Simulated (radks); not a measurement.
Question: Ho8+, configuration [Kr] 4d10 4f10 5s2 5p1 (the NIST ground configuration). Calculated with a radial shooting solver on a logarithmic mesh with Libxc functionals: scalar-relativistic Kohn-Sham, SCAN, spin-polarised, spherical densities, finite nucleus; open shells are filled with parallel spins first (spin-orbit coupling, left out, can overturn this in heavy ions); meta-GGA in the generalised Kohn-Sham scheme; Fermi nuclear charge, rms radius 5.2022 fm. Some entries of the table are withheld. Estimate them.

| orbital | occ. | eigenvalue (eV) | <1/r> (bohr^-1) | <r^2> (bohr^2) |
|---|---|---|---|---|
| 1s up | 1 | -55692.02 | 76.04 | 0.0005883 |
| 1s down | 1 | -55691.92 | 76.04 | 0.0005883 |
| 2s up | 1 | -9441.152 | 17.71 | 0.009160 |
| 2s down | 1 | -9441.010 | 17.71 | 0.009160 |
| 2p up | 3 | -8374.334 | 16.39 | 0.007440 |
| 2p down | 3 | -8374.178 | 16.39 | 0.007439 |
| 3s up | 1 | -2213.831 | 6.529 | 0.06023 |
| 3s down | 1 | -2211.629 | 6.535 | 0.06014 |
| 3p up | 3 | -1885.517 | 6.102 | 0.06065 |
| 3p down | 3 | -1883.212 | 6.108 | 0.06055 |
| 3d up | 5 | -1468.856 | 5.778 | 0.05080 |
| 3d down | 5 | -1466.946 | 5.783 | 0.05068 |
| 4s up | 1 | -540.8605 | 2.747 | 0.3031 |
| 4s down | 1 | -535.9779 | 2.743 | 0.3035 |
| 4p up | 3 | -432.2047 | 2.520 | 0.3426 |
| 4p down | 3 | -427.3583 | 2.516 | 0.3430 |
| 4d up | 5 | -284.9579 | 2.230 | (1) |
| 4d down | 5 | -279.9719 | 2.226 | (2) |
| 5s up | 1 | (3) | 1.134 | 1.527 |
| 5s down | 1 | (4) | 1.128 | 1.547 |
| 5p up | 1 | -134.6390 | 1.014 | 1.868 |
| 4f up | 7 | -123.5714 | 1.742 | (5) |
| 4f down | 3 | -118.3450 | 1.734 | (6) |

Answer: 
(1) 4d up <r^2> (bohr^2): 0.4079
(2) 4d down <r^2> (bohr^2): 0.4083
(3) 5s up eigenvalue (eV): -164.8110
(4) 5s down eigenvalue (eV): -159.4293
(5) 4f up <r^2> (bohr^2): 0.6404
(6) 4f down <r^2> (bohr^2): 0.6524
